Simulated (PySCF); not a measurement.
In(OH)2(SMe) (CH5InO2S), SMILES C[S][In]([OH])[OH].

Geometry: PBE-D3(BJ)/def2-SVP. A frequency run showed that this geometry is not a minimum. The structure was generated by enumeration; whether it is a known compound was not checked. The def2 effective core potentials stand for the cores of In; spin–orbit coupling is left out. Other conformers were not sampled.

These are PBE-D3(BJ)/def2-SVP (PySCF 2.14.0) values and carry that method's errors.

Frequencies are harmonic and unscaled.

```json
[
 {"mode": "1", "ν (cm⁻¹)": "57i", "IR (km/mol)": "3.2", "moving atoms (share of kinetic energy)": "H 93 %"},
 {"mode": "2", "ν (cm⁻¹)": "39", "IR (km/mol)": "2.1", "moving atoms (share of kinetic energy)": "H 28 %, C 27 %, O 26 %, S 19 %"},
 {"mode": "3", "ν (cm⁻¹)": "76", "IR (km/mol)": "1.0", "moving atoms (share of kinetic energy)": "O 53 %, In 15 %, C 14 %, H 11 %"},
 {"mode": "4", "ν (cm⁻¹)": "97", "IR (km/mol)": "2.3", "moving atoms (share of kinetic energy)": "H 42 %, O 30 %, In 22 %"},
 {"mode": "5", "ν (cm⁻¹)": "122", "IR (km/mol)": "29.6", "moving atoms (share of kinetic energy)": "O 76 %, H 11 %"},
 {"mode": "6", "ν (cm⁻¹)": "132", "IR (km/mol)": "18.5", "moving atoms (share of kinetic energy)": "H 51 %, O 26 %, In 12 %, S 8 %"},
 {"mode": "7", "ν (cm⁻¹)": "186", "IR (km/mol)": "0.2", "moving atoms (share of kinetic energy)": "C 45 %, S 19 %, H 18 %, In 14 %"},
 {"mode": "8", "ν (cm⁻¹)": "220", "IR (km/mol)": "166.8", "moving atoms (share of kinetic energy)": "H 92 %"},
 {"mode": "9", "ν (cm⁻¹)": "353", "IR (km/mol)": "17.1", "moving atoms (share of kinetic energy)": "S 79 %, In 14 %"},
 {"mode": "10", "ν (cm⁻¹)": "548", "IR (km/mol)": "46.6", "moving atoms (share of kinetic energy)": "O 90 %, In 9 %"},
 {"mode": "11", "ν (cm⁻¹)": "576", "IR (km/mol)": "72.5", "moving atoms (share of kinetic energy)": "O 81 %, In 17 %"},
 {"mode": "12", "ν (cm⁻¹)": "676", "IR (km/mol)": "3.1", "moving atoms (share of kinetic energy)": "C 61 %, S 30 %, H 8 %"},
 {"mode": "13", "ν (cm⁻¹)": "759", "IR (km/mol)": "107.9", "moving atoms (share of kinetic energy)": "H 94 %"},
 {"mode": "14", "ν (cm⁻¹)": "825", "IR (km/mol)": "15.8", "moving atoms (share of kinetic energy)": "H 93 %"},
 {"mode": "15", "ν (cm⁻¹)": "933", "IR (km/mol)": "6.5", "moving atoms (share of kinetic energy)": "H 85 %, C 14 %"},
 {"mode": "16", "ν (cm⁻¹)": "956", "IR (km/mol)": "9.4", "moving atoms (share of kinetic energy)": "H 83 %, C 15 %"},
 {"mode": "17", "ν (cm⁻¹)": "1292", "IR (km/mol)": "10.1", "moving atoms (share of kinetic energy)": "H 88 %, C 12 %"},
 {"mode": "18", "ν (cm⁻¹)": "1408", "IR (km/mol)": "4.8", "moving atoms (share of kinetic energy)": "H 95 %"},
 {"mode": "19", "ν (cm⁻¹)": "1408", "IR (km/mol)": "6.3", "moving atoms (share of kinetic energy)": "H 96 %"},
 {"mode": "20", "ν (cm⁻¹)": "2985", "IR (km/mol)": "21.7", "moving atoms (share of kinetic energy)": "H 98 %"},
 {"mode": "21", "ν (cm⁻¹)": "3093", "IR (km/mol)": "2.3", "moving atoms (share of kinetic energy)": "H 90 %, C 10 %"},
 {"mode": "22", "ν (cm⁻¹)": "3105", "IR (km/mol)": "1.6", "moving atoms (share of kinetic energy)": "H 90 %, C 10 %"},
 {"mode": "23", "ν (cm⁻¹)": "3698", "IR (km/mol)": "42.8", "moving atoms (share of kinetic energy)": "H 94 %"},
 {"mode": "24", "ν (cm⁻¹)": "3715", "IR (km/mol)": "36.5", "moving atoms (share of kinetic energy)": "H 94 %"}
]
```
